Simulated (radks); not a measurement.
Results of a calculation; reference values are marked as such.
Q: Sr20+, configuration [Ar]. Code: a radial shooting solver on a logarithmic mesh with Libxc functionals. Model: scalar-relativistic Kohn-Sham, LB94 model potential, spin-unpolarised, spherical densities, finite nucleus; Fermi nuclear charge, rms radius 4.224 fm. Some entries of the table are withheld. Estimate them.

orbital,occ.,eigenvalue (eV),<r^2> (bohr^2),<r> (bohr)
1s,2,-16843.33,0.002059,0.03910
2s,2,-2990.505,0.03426,0.1707
2p,6,(1),0.02694,0.1487
3s,2,(2),0.2217,0.4415
3p,6,-933.5876,0.2161,0.4328
3d,0,(3),0.1773,0.3899
4s,0,-503.0863,0.8378,0.8635
4p,0,-473.5195,0.8601,0.8718
4f,0,-396.4106,0.7067,0.7948

A: 
(1) 2p eigenvalue (eV): -2753.690
(2) 3s eigenvalue (eV): -1009.624
(3) 3d eigenvalue (eV): -825.0927
